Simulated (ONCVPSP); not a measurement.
chromium (Cr): one change to an ONCV potential, before and after

Cr, optimised norm-conserving Vanderbilt (ONCV), made with ONCVPSP 4.0.1 (PBE, scalar-relativistic). Core [Ne], reference 3s2 3p6 3d5 4s1. Waves: 3s+4s: rc 1.80 bohr, ncon 5, nbas 8, qcut 5.3 1/bohr, 2 projectors; 3p: rc 1.30 bohr, ncon 4, nbas 8, qcut 13.2 1/bohr, 1 projector; 3d: rc 1.65 bohr, ncon 4, nbas 9, qcut 10.7 1/bohr, 2 projectors, debl 2.7 Ha; f scattering state at 0.04 Ha: rc 1.75 bohr, ncon 4, nbas 8, qcut 6.6 1/bohr, 2 projectors, debl 1.4 Ha. Local part: polynomial inside 1.25 bohr (lpopt 4, dvloc0 0 Ha). Core correction: Teter function, fcfact 6, rcfact 1.6.

Change: core correction Teter function, fcfact 6, rcfact 2.04.

Cutoffs: the cutoffs (Ha) at which the residual kinetic energy of the hardest occupied pseudo-wave falls to 1 and 0.1 mHa per electron; they do not see the model core or the augmentation charge, which bear on the density cutoff. Errors are all-electron minus pseudo energies relative to the spin-unpolarised reference configuration.

What does the change do?

The potential gets neither clearly harder nor softer (38 Ha and 44 Ha → 38 Ha and 44 Ha); of the 3 tests that both files solve, the error grows in 0 and shrinks in 2 by more than 15 % and 0.3 meV (median size 3.0 → 1.7 meV); neither file shows a bound ghost. A model core, the more so a compact one, raises the density cutoff, which this test does not measure.

```tsv
quantity	base	changed
cutoff, loose	38 Ha	38 Ha
cutoff, tight	44 Ha	44 Ha
bound ghosts	none	none
GHOST(+) flags under 300 eV	none	none
tests with a reliable result	3 of 4	3 of 4
error for 3s2 3p6 3d5 4s0, meV [ΔE 6.90 eV]	+1.9	+1.4
error for 3s2 3p6 3d4 4s0, meV [ΔE 22.95 eV]	+3.0	+1.7
error for 3s1 3p6 3d5 4s1, meV [ΔE 80.25 eV]	-354	-359
s: phases at 1.83 bohr within 0.05 rad from the reference energy up to (Ha; the scan ends near 5)	0.8	0.8
p: phases at 1.32 bohr within 0.05 rad from the reference energy up to (Ha; the scan ends near 5)	to the end of the scan	to the end of the scan
d: phases at 1.67 bohr within 0.05 rad from the reference energy up to (Ha; the scan ends near 5)	to the end of the scan	to the end of the scan
f: phases at 1.78 bohr within 0.05 rad from the reference energy up to (Ha; the scan ends near 5)	to the end of the scan	to the end of the scan
rms error of d²Exc/dni dnj with the model core, mHa	3.05	6.35
```
